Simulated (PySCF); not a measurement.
**Gas-phase thermal properties of TaOCl3**

Energies from PySCF (xtb for GFN2), thermal terms from the rigid-rotor harmonic-oscillator model, ideal gas at 1 bar. All species are closed-shell singlets. Ta: scalar-relativistic def2 core potential, no spin-orbit coupling. The harmonic model lacks anharmonicity and excited electronic states, which grow with temperature; levels with a mode under 35 cm⁻¹ are left out. Soft modes under 120 cm⁻¹ make the harmonic entropy rough for TaOCl3.

```json
[
 {"level": "GFN2-xTB", "point group": "C3v", "σ": "3", "ZPE (kJ/mol)": "14.4", "S°298 (J/mol/K)": "376.2", "Cp298 (J/mol/K)": "96.5", "S°1000 (J/mol/K)": "500.7", "H1000 − H298 (kJ/mol)": "72.9"},
 {"level": "PBE/def2-SVP", "point group": "C3v", "σ": "3", "ZPE (kJ/mol)": "17.4", "S°298 (J/mol/K)": "366.5", "Cp298 (J/mol/K)": "93.2", "S°1000 (J/mol/K)": "488.9", "H1000 − H298 (kJ/mol)": "71.8"},
 {"level": "PBE0/def2-TZVP", "point group": "C3v", "σ": "3", "ZPE (kJ/mol)": "18.2", "S°298 (J/mol/K)": "363.1", "Cp298 (J/mol/K)": "92.3", "S°1000 (J/mol/K)": "484.9", "H1000 − H298 (kJ/mol)": "71.5"}
]
```
σ: rotational symmetry number. Electronic degeneracy used: 1. Frequencies are unscaled.
